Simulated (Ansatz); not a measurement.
A nudged elastic band was laid between two geometries of AlF3 + H3P (8 atoms, charge 0, multiplicity 1).

Theory: RKS PBE0/cc-pVDZ in Ansatz.

```json
{
  "movable images": "7",
  "climbing image": "yes",
  "spring": "5.0 eV/Å²",
  "optimiser": "quadratic models (default)",
  "start path": "through a guess of the saddle point",
  "force threshold": "0.05 eV/Å",
  "iteration limit": "60",
  "end points": "relaxed"
}
```

Image 0:

```xyz
8
Properties=species:S:1:pos:R:3
Al 0.060 -0.192 0.146
F -0.093 0.532 1.660
F 1.564 -0.169 -0.612
F -1.321 -0.372 -0.803
P 0.206 -2.928 1.056
H -0.777 -2.510 0.096
H 1.320 -2.339 0.369
H 0.000 -1.820 1.948
```

Image 8:

```xyz
8
Properties=species:S:1:pos:R:3
Al 0.104 -0.545 -0.061
F -0.096 0.182 1.861
F 1.529 0.256 -0.485
F -1.369 0.003 -0.682
P 0.197 -2.705 0.831
H -0.696 -3.285 -0.121
H 1.406 -3.081 0.167
H -0.119 -0.624 2.352
```

Task: What changes between the two ends?

Result: Bonds broken: P5–H8. Bonds formed: Al1–P5, F2–H8. AlF3 + H3P becomes AlF3H3P.

Task: What energy profile does the band end with?

Result: It converged. The highest image is number 5 of 0 to 8, 0.93 eV above the first end and 0.30 eV above the last; the last end lies 0.63 eV above the first. A vibrational analysis at the climbing image gives one clearly imaginary mode, 811i cm⁻¹: a first-order saddle point. The orbitals stay closed-shell, which can raise the energy where a bond breaks towards radicals; this wasn't checked here.

| image | path coordinate (Å) | energy (eV) | P5–H8 (Å) | Al1–P5 (Å) | F2–H8 (Å) |
| --- | --- | --- | --- | --- | --- |
| 0 | 0.00 | 0.00 | 1.44 | 2.89 | 2.37 |
| 1 | 0.28 | 0.01 | 1.44 | 2.92 | 2.25 |
| 2 | 0.56 | 0.07 | 1.45 | 2.92 | 2.02 |
| 3 | 0.84 | 0.26 | 1.47 | 2.79 | 1.74 |
| 4 | 1.12 | 0.67 | 1.57 | 2.62 | 1.45 |
| 5 | 1.40 | 0.93 | 1.76 | 2.50 | 1.16 |
| 6 | 1.74 | 0.77 | 2.01 | 2.39 | 1.00 |
| 7 | 2.09 | 0.65 | 2.26 | 2.35 | 0.96 |
| 8 | 2.44 | 0.63 | 2.60 | 2.34 | 0.94 |

Task: What is the geometry of the highest image?

Result: 
```xyz
8
Properties=species:S:1:pos:R:3
Al 0.081 -0.428 0.026
F -0.135 0.069 1.809
F 1.561 0.123 -0.556
F -1.354 -0.146 -0.807
P 0.213 -2.669 1.119
H -0.771 -2.931 0.118
H 1.378 -2.730 0.296
H -0.017 -1.087 1.857
```

Task: What are the harmonic wavenumbers there?

Result: 811i, 108, 153, 185, 222, 226, 335, 397, 468, 484, 753, 795, 920, 1036, 1073, 1523, 2431, 2455 cm⁻¹.

Time of the run: 3.1 min on 2 threads of Arm Neoverse V1, on a shared host, peak memory 0.2 GiB.
